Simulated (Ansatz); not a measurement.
Mulliken charges of Br3Sb (`[Br][Sb]([Br])[Br]`) from ωB97M-V/def2-TZVPP in Ansatz (PBE0-D4/def2-TZVP geometry).

```json
{"atom": "Br1", "x (Å)": "0.903", "y (Å)": "0.587", "z (Å)": "1.924", "charge (e)": "-0.241"}
{"atom": "Sb2", "x (Å)": "-0.848", "y (Å)": "-0.136", "z (Å)": "0.296", "charge (e)": "0.724"}
{"atom": "Br3", "x (Å)": "0.388", "y (Å)": "-2.036", "z (Å)": "-0.753", "charge (e)": "-0.241"}
{"atom": "Br4", "x (Å)": "-0.443", "y (Å)": "1.585", "z (Å)": "-1.468", "charge (e)": "-0.241"}
```

Q: By hand: the dipole of these point charges (1 e Å = 4.8032 D).

A: Σ q r = (-0.818, -0.131, 0.286) e Å, of length 0.876 e Å = 4.21 D.

Q: How does the dipole of the full density compare? (Estimate.)

A: Ansatz gave: (-0.439, -0.070, 0.154) e Å, 2.26 D; the point charges give 1.86 times that, at 0° from its direction.

Point charges leave out the atoms' own dipoles, such as those of lone pairs, and Mulliken's split depends on the basis, so the two needn't agree.
